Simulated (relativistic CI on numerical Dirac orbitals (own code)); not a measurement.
## Electric-dipole lines of Sc II

Method of calculation: Dirac-Coulomb-Breit CI, KLI orbitals optimised for each configuration, QED by a radiative potential, valence Slater integrals scaled by 0.85, P86 correlation energy added to each configuration (own radial code, finite nucleus).

Configuration list (outside the closed core [Ar]): 3d 4s, 3d2, 4s2, 3d 4p, 3d 4d, 4s 4p, 3d 4f, 3d 5s, 4p2, 3d 5p, 4s 5p, 3d 6s, 3d 5d, 4s 6s, 3d 6p, 4s 5d. Levels of other configurations are missing.

```csv
λ vac (Å),Lower,Upper,A (s⁻¹),gf,Branching (%)
1110.1,3d 4s 1D_2 [4],4s 5p 1P°_1 [126],1.17e+08,6.50e-02,n/a
1373.4,3d 4s 1D_2 [4],3d 4f 3D°_3 [82],3.22e+06,6.37e-03,0.8
1373.9,3d 4s 1D_2 [4],3d 4f 3D°_2 [81],1.06e+06,1.50e-03,0.3
1375.9,3d 4s 1D_2 [4],3d 4f 1D°_2 [78],2.71e+07,3.85e-02,8.3
1375.9,3d 4s 1D_2 [4],3d 4f 1F°_3 [77],2.42e+07,4.81e-02,5.8
1379.8,3d 4s 1D_2 [4],3d 4f 3G°_3 [72],3.46e+06,6.92e-03,0.9
1381.1,3d 4s 1D_2 [4],3d 4f 3F°_2 [69],1.62e+06,2.32e-03,0.6
3141.2,3d 4s 3D_2 [2],3d 4p 1F°_3 [26],1.27e+05,1.32e-03,0.1
3413.8,3d 4s 1D_2 [4],3d 4p 1F°_3 [26],1.65e+08,2.02e+00,78.9
```

Terms are leading LS components. Brackets give the number of a level in order of energy, since labels repeat. The list gives strong lines, with weight on those to low levels, without lines whose two gauges differ by over a factor of 2.5, among the lowest 132 of 133 levels, so that lines to higher ones, which can be the strongest, are missing, and without lines across small gaps between configurations, and without 161 lines that miss the measured interval by over 3.5 %, start from a term whose rates miss tabulated ones by over 60 %, have gauges far apart or, lacking measured levels, span too small a gap for the errors found; lines with a level outside our table were not tested and can miss by more. Levels whose partners in the same complex of configurations lie outside the list can be far off, and so can their lines. Rates are taken at the computed energies, electric ones in the length gauge.

For a near-neutral ion this model can misplace configurations by up to about 10,000 cm⁻¹ (more where the count of f electrons changes) and terms by 10 to 25 % of their spread. Rates follow the energies as ν³ (E1, M1) or ν⁵ (E2), so they and the lifetimes can be off by large factors. The fine structure of a lone outer electron comes out too small, for d and f at times inverted, and misplaced configurations move strength between like terms. 25 of the 25 excited levels that our extract of the measured tables holds in this range could be paired (the sources list more); they are missed by 930 cm⁻¹ on average and 2474 at most, and levels without a partner can miss by more.
